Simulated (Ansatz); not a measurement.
`[Cl][SnH2][GeH3]` + `[CH2]1[CH2][GaH]1` → `[Cl][SnH3]` + `[GeH3][CH]1[CH2][GaH]1` at 500 K and 1 bar (redistribution).

Calculated with Ansatz (gas phase, PBE0-D4/def2-TZVP geometries, no zero-point term in ΔE). CCSD(T)/CBS adds triple-zeta CCSD(T) − MP2 to the extrapolated MP2 energy (def2 sets, frozen cores). Elements past krypton have def2 core potentials. For Ga, Ge, Sn outer-core shells are correlated without core-valence functions, which leaves a few kJ/mol of doubt a bond. Scalar relativity is left out up to krypton.

```csv
species,CCSD(T)/CBS energy (Eh),H − E (kJ/mol),S (J/(mol·K))
`[Cl][SnH2][GeH3]`,-2752.95817,143.8,424.6
`[CH2]1[CH2][GaH]1`,-2002.97474,184.2,326.5
`[Cl][SnH3]`,-675.62576,83.0,311.4
`[GeH3][CH]1[CH2][GaH]1`,-4080.30519,237.3,420.0
```

H − E and S are ideal-gas, rigid-rotor, harmonic terms from PBE0-D4/def2-TZVP, for one conformer and one mirror image of each species. 1 Eh = 2625.50 kJ/mol, R = 8.31446 J/(mol·K).

Question: By hand: ΔE, ΔH, ΔS and ΔG.

Answer: ΔE = (-675.62576) + (-4080.30519) − (-2752.95817) − (-2002.97474) = 0.00196 Eh = 5.1 kJ/mol. Δ(H − E) = 83.0 + 237.3 − 143.8 − 184.2 = -7.7, so ΔH = -2.6 kJ/mol. ΔS = 311.4 + 420.0 − 424.6 − 326.5 = -19.7 J/(mol·K). ΔG = -2.6 − 500 × (-19.7)/1000 = 7.2 kJ/mol.

Question: By hand: the equilibrium constant, and the temperature at which ΔG would vanish if ΔH and ΔS stayed fixed.

Answer: log₁₀ K = −ΔG/(RT ln 10) = -0.8. ΔG = 0 at ΔH/ΔS = 132 K, though so small a ΔH makes that figure unsure.

TΔS isn't small against ΔH here. A doubt of 5 kJ/mol in ΔE shifts log₁₀ K by 0.5 here. Other conformers and mirror images would add mixing entropy, several J/(mol·K) or more a flexible species. These are equilibria of isolated gas molecules and say nothing of rates. Largest T1 diagnostic: 0.016 (customary marks: 0.02 for closed shells, 0.045 for open ones).
